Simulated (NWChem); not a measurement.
# Correlation energy of As

SMILES: [As]
```xyz
1

As     0.0000     0.0000     0.0000
```
Charge 0, spin multiplicity 4.

Everything below was run with NWChem.

Basis set: def2-SVP. Each correlation energy counts from its own Hartree-Fock reference.

The Hamiltonian is non-relativistic. The correlated methods keep 9 core orbitals frozen. The stability of the SCF solutions was not checked. Open-shell Hartree-Fock references start from PBE0 orbitals. Coupled-cluster values serve here as a point of comparison, not as the truth.

Order these methods by the correlation energy they give, lowest first: UMP2, SCS-UMP2, CCSD on UHF, CCSD[T] on UHF, CCSD on ROHF, CCSD[T] on ROHF.

CCSD[T] on ROHF (-187.8 mHa), CCSD[T] on UHF (-186.9 mHa), CCSD on ROHF (-183.7 mHa), CCSD on UHF (-182.9 mHa), UMP2 (-177.5 mHa), SCS-UMP2 (-160.8 mHa)
